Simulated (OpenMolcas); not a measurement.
# Zr: from CASSCF to CASPT2

* Program: OpenMolcas 26.06
* Basis: ANO-RCC-VTZP [7s6p4d2f1g]
* Scalar Hamiltonian: DKH2, point nucleus
* Active space: 4 electrons in 6 orbitals (4d 5s)
* State averaging: 2S+1 = 3 even, 71 roots; 2S+1 = 5 even, 15 roots kept (CI in the orbitals of an earlier block); 2S+1 = 1 even, 55 roots kept (CI in the orbitals of an earlier block)
* Spin-orbit coupling: state interaction with AMFI integrals over the reference wave functions, term energies averaged over their components

Methods on the same reference wave functions:
A. CASSCF
B. XMS-CASPT2, IPEA 0.25 Eh, imaginary shift 0.1 Eh (closed shells correlated: 4s 4p)

Energies in cm-1 above 4d2 5s2 3F2, the measured ground level; measured values from NIST Handbook of Basic Atomic Spectroscopic Data.

```csv
Level,A,B,Measured
4d3 5s 5F1,-2692,7880,4871
4d3 5s 5F2,-2538,8040,5023
4d3 5s 5F3,-2311,8270,5249
4d3 5s 5F4,-2016,8560,5541
4d3 5s 5F5,-1658,8920,5889
4d2 5s2 3F2,0.0,0.0,0.0
4d2 5s2 3F3,443,461,570
4d2 5s2 3F4,977,1026,1241
4d3 5s 3P0(1),1398,5740,
4d3 5s 3P1(1),1541,5910,
4d2 5s2 1D2 [53 %],4353,5740,
4d3 5s 5P1,5504,14420,10885
4d3 5s 5P2,5660,14540,11017
4d3 5s 5P3,5849,14780,11258
4d2 5s2 1G4,7483,11010,8057
4d3 5s 3G3,8425,18220,12503
4d3 5s 3G4,8577,18380,12761
4d3 5s 3G5,8816,18540,12773
4d3 5s 3F2(1),9525,16750,
4d3 5s 3F3(1),9904,17090,
4d3 5s 3F4(1),10413,17540,
4d3 5s 3H4,11356,20430,
4d3 5s 3H5,11510,20630,
4d3 5s 3H6,11645,20750,
```

A puts 4d3 5s 5F1 lowest.

Deviations, from unrounded energies. A percentage is the sum of absolute deviations over the sum of measured energies, with the sign that they share, or ± where signs differ.

```
                        Against measurement  Levels      A      B
             mean absolute deviation (cm-1)      14   4800   3300
      fine structure of the ground term (%)       2  -21.6  -17.9
other terms of the ground configuration (%)       1   -7.1  +36.6
                   other configurations (%)      11  -67.7  +43.8
```

B lies closest to measurement on these levels. The largest miss of B in the table is 4d3 5s 3G5, by +5800 cm-1. The ranking rests on the paired levels alone, and a cruder setting can come out closer through cancelling errors.

From A to B the spin-free energies of the other terms of 4d2 5s2 shown, above 3F, scale by factors of 1.48 to 1.50.

The lowest spin-free term lies below A's lowest term by 0.360 hartree in B.

CASPT2 does not keep the components of a term degenerate, so their means are used; among the terms shown or strongly mixed into the levels shown the widest spread is 3000 cm-1 (4d2 5s2 3F, B). Over all roots computed the reference weight is 0.80 to 0.90 in B; the roots of lowest weight are the least certain, and an intruder state may touch them. Terms from blocks run as CI alone lack orbitals of their own. Configurations are named by rounded mean occupations; where the s occupation lies near a half they are strongly mixed, a name can repeat and a true partner stay unpaired. A single d shell beside an s shell can misplace configurations of different d count against each other. Without dynamic correlation excited terms often stand tens of per cent too high (terms of higher spin than the ground term too low), and those without a measured partner can miss by more than the paired ones (holds for A). The lowest computed level is not the ground level that NIST lists (3F2) (holds for A). The CASPT2 spread within a term exceeds the gap to the next term for 4d3 5s 3P(1) and 4d2 5s2 1D, 4d3 5s 3F(1) and 4d3 5s 3G, 4d3 5s 3H and 4d3 5s 3P(3), so the order of their levels is uncertain, and so are names and mixing where such terms share a J (holds for B). Some terms miss by over 15 % even with CASPT2, which points to a basis or an active space too small for the shells correlated (holds for B). Measured partners are found by configuration, term and J. A level has none where our copy of the source lacks it or the pairing is in doubt (some pairs that miss far off the trend of their configuration count as doubtful), and it then counts in no deviation. Levels of configurations outside the active space are missing. The table leaves out levels that lie high or whose names do not pair safely across all columns.

A share in square brackets marks a mixed level and gives the weight of the term that names it, the lowest over the columns. A number in round brackets counts repeated terms of one configuration in the order of the reference energies.
